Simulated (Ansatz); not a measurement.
Reaction (cleavage of the Si–B bond): `CB(O)[SiH2][AlH2]` + CH₃NH₂ → `CN[SiH2][AlH2]` + `CBO`

Program: Ansatz. Geometries: PBE0-D4/def2-TZVP. ΔE: electronic, gas phase. CCSD(T)/CBS is the MP2 limit (def2-TZVPP, def2-QZVPP) plus CCSD(T) − MP2 in def2-TZVPP, frozen cores. Functionals use def2-TZVPP. B3LYP here is the variant with VWN-RPA as its local correlation; programs differ in this. Each species was taken in one conformer, which may not be the lowest.

| level | ΔE (kJ/mol) | difference from CCSD(T)/CBS |
| --- | --- | --- |
| PBE-D4 | -27.4 | 16.2 |
| r2SCAN-D4 | -36.7 | 6.9 |
| PBE0-D4 | -33.1 | 10.5 |
| B3LYP-D4 | -45.2 | -1.6 |
| ωB97X-V | -43.8 | -0.2 |
| ωB97M-V | -46.3 | -2.7 |
| B2PLYP | -47.6 | -4.0 |
| PBE | -27.7 | 15.9 |
| r2SCAN | -36.9 | 6.7 |
| PBE0 | -33.5 | 10.1 |
| B3LYP | -45.6 | -2.0 |
| HF/def2-TZVPP | -62.8 | -19.2 |
| MP2/def2-TZVPP | -48.7 | -5.1 |
| SCS-MP2/def2-TZVPP | -52.0 | -8.4 |
| CCSD/def2-TZVPP | -45.6 | -2.0 |
| CCSD(T)/def2-TZVPP | -42.3 | 1.3 |
| HF/def2-QZVPP | -64.2 | -20.6 |
| MP2/def2-QZVPP | -50.0 | -6.4 |
| SCS-MP2/def2-QZVPP | -53.2 | -9.6 |
| HF/CBS(def2) | -64.4 | -20.8 |
| MP2/CBS(def2) | -50.1 | -6.5 |
| CCSD/CBS(def2) | -47.0 | -3.4 |
| CCSD(T)/CBS | -43.6 | 0 |

Largest T1 diagnostic among the species: 0.014.

From PBE to PBE0 (25 % exact exchange), in def2-TZVPP and without D4, ΔE moves by −5.8 kJ/mol. In def2-TZVPP, CCSD(T) changes the Hartree–Fock value by +20.5 kJ/mol (the triples alone add +3.3 kJ/mol) and MP2 by +14.1 kJ/mol.

CCSD(T)/CBS has its own doubt, a few kJ/mol and more with outer-core shells, so smaller differences from it don't rank the levels.
